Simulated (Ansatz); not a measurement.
`CO[Si@@H](O)[Si@@H](O)Cl` + H₂ → `CO[SiH](O)[SiH2]O` + HCl  (hydrogenolysis of the Si–Cl bond)

Gas-phase electronic energies from Ansatz, PBE0-D4/def2-TZVP geometries. CCSD(T)/CBS adds triple-zeta CCSD(T) − MP2 to the extrapolated MP2 energy (def2 sets, frozen cores). This one scheme is used for every species. Functionals use def2-TZVPP. B3LYP here is the variant with VWN-RPA as its local correlation; programs differ in this. One conformer a species, not always the lowest.

`CO[Si@@H](O)[Si@@H](O)Cl`:

Cartesian coordinates in Å:
```
C 1.846 0.418 1.166
O 1.534 -0.228 -0.049
Si 0.267 0.192 -1.002
O 0.425 -0.546 -2.453
Si -1.765 -0.592 -0.133
O -1.706 -0.258 1.477
Cl -3.335 0.428 -1.015
H 1.104 0.191 1.937
H 2.822 0.061 1.499
H 1.897 1.506 1.040
H 0.257 1.681 -1.124
H 1.187 -0.328 -2.994
H -2.067 -2.029 -0.365
H -2.463 -0.495 2.016
```

H₂:

Cartesian coordinates in Å:
```
H -0.153 0.119 0.319
H 0.153 -0.119 -0.319
```

`CO[SiH](O)[SiH2]O`:

Cartesian coordinates in Å:
```
C -1.963 -0.040 -0.964
O -1.019 -0.989 -0.520
Si -0.019 -0.736 0.758
O 0.646 -2.168 1.199
Si 1.784 0.651 0.188
O 1.074 1.975 -0.521
H -1.472 0.819 -1.431
H -2.608 -0.521 -1.701
H -2.587 0.323 -0.138
H -0.851 -0.156 1.859
H 0.054 -2.874 1.466
H 2.587 1.056 1.380
H 2.723 -0.020 -0.757
H 1.651 2.680 -0.819
```

HCl:

Cartesian coordinates in Å:
```
Cl 0.474 0.396 -0.166
H -0.474 -0.396 0.166
```

```
             level  ΔE (kJ/mol)  difference from CCSD(T)/CBS
            PBE-D4         95.2                          1.6
           PBE0-D4         93.3                         -0.3
           ωB97X-V         91.9                         -1.7
           ωB97M-V         95.1                          1.5
            B2PLYP         90.0                         -3.6
               PBE         89.5                         -4.1
            r2SCAN         97.8                          4.2
             B3LYP         85.0                         -8.6
     HF/def2-TZVPP         78.8                        -14.8
    MP2/def2-TZVPP         97.9                          4.3
   CCSD/def2-TZVPP         83.8                         -9.8
CCSD(T)/def2-TZVPP         87.7                         -5.9
    MP2/def2-QZVPP        101.3                          7.7
SCS-MP2/def2-QZVPP         94.4                          0.8
     MP2/CBS(def2)        103.7                         10.1
    CCSD/CBS(def2)         89.7                         -3.9
       CCSD(T)/CBS         93.6                            0
```

Largest T1 diagnostic among the species: 0.012.

In def2-TZVPP, CCSD(T) changes the Hartree–Fock value by +8.9 kJ/mol (the triples alone add +3.9 kJ/mol) and MP2 by +19.1 kJ/mol. The D4 term adds +9.4 kJ/mol with B3LYP and +5.2 kJ/mol with PBE0; it sums over pairs of atoms, weighted by their polarisabilities, and B3LYP, whose exchange is more repulsive, gets the larger term.
